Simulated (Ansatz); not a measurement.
Geometry optimisation, Ansatz 0.2.0, RHF/def2-SVP.

Input file:

```yaml
crystal:
  periodic: [false, false, false]
  atoms:
    - { symbol: Ti, position_ang: [0.104753, -0.202968, -0.185712] }
    - { symbol: F, position_ang: [0.050965, -0.316964, 1.607681] }
    - { symbol: O, position_ang: [1.752361, -0.003375, -0.697042] }
    - { symbol: H, position_ang: [2.577894, -0.462238, -0.737767] }
    - { symbol: O, position_ang: [-0.801971, 1.165936, -0.748465] }
    - { symbol: H, position_ang: [-1.686064, 1.493418, -0.660854] }
    - { symbol: Cl, position_ang: [-0.67583, -2.112108, -1.011064] }
    - { symbol: Br, position_ang: [-3.208795, -0.049362, 1.579235] }
    - { symbol: H, position_ang: [-1.936412, -0.199039, 2.336987] }
basis:
  gaussian: { orbitals: def2-SVP }
hamiltonian:
  xc: hf
relax:
  f_tol: 0.03
  max_steps: 50
```

Command:

```bash
$ ansatz run input.yaml --threads 4 --pin off --max-ram 5120MiB --backend cpu --events-out ev --progress --plain --runs-dir out
```

Q: Where does it end, and by what steps?

A: The run converged. After 31 steps the energy has fallen by 0.221 eV; Br8 moved furthest, 1.21 Å.

| step | energy less start (eV) | largest force component (eV/Å) | accepted |
| --- | --- | --- | --- |
| 0 | 0.0000 | 1.592 | yes |
| 2 | -0.1497 | 0.182 | yes |
| 4 | -0.1586 | 0.212 | yes |
| 6 | -0.1701 | 0.194 | yes |
| 8 | -0.1783 | 0.257 | yes |
| 10 | -0.1831 | 0.144 | yes |
| 12 | -0.1864 | 0.219 | yes |
| 14 | -0.1905 | 0.154 | yes |
| 16 | -0.1890 | 0.929 | no |
| 18 | -0.1941 | 0.972 | no |
| 20 | -0.2018 | 0.215 | yes |
| 22 | -0.2008 | 1.054 | no |
| 24 | -0.2124 | 0.248 | yes |
| 26 | -0.2208 | 0.102 | yes |
| 28 | -0.2209 | 0.095 | yes |
| 30 | -0.2211 | 0.054 | yes |
| 31 | -0.2213 | 0.016 | yes |

```xyz
9
Properties=species:S:1:pos:R:3
Ti 0.125 -0.588 -0.335
F -0.327 -1.036 1.298
O 1.799 -0.132 -0.360
H 2.493 0.468 -0.584
O -0.886 0.739 -0.795
H -1.653 1.272 -0.643
Cl -0.239 -2.329 -1.679
Br -3.081 0.943 2.261
H -2.054 -0.023 2.319
```

Whether the end is a true minimum wasn't checked by a vibrational analysis.

Run time: 29 s on 4 threads of AMD EPYC 9R45 96-Core Processor (Zen 5), on a shared host, peak memory 0.43 GiB.
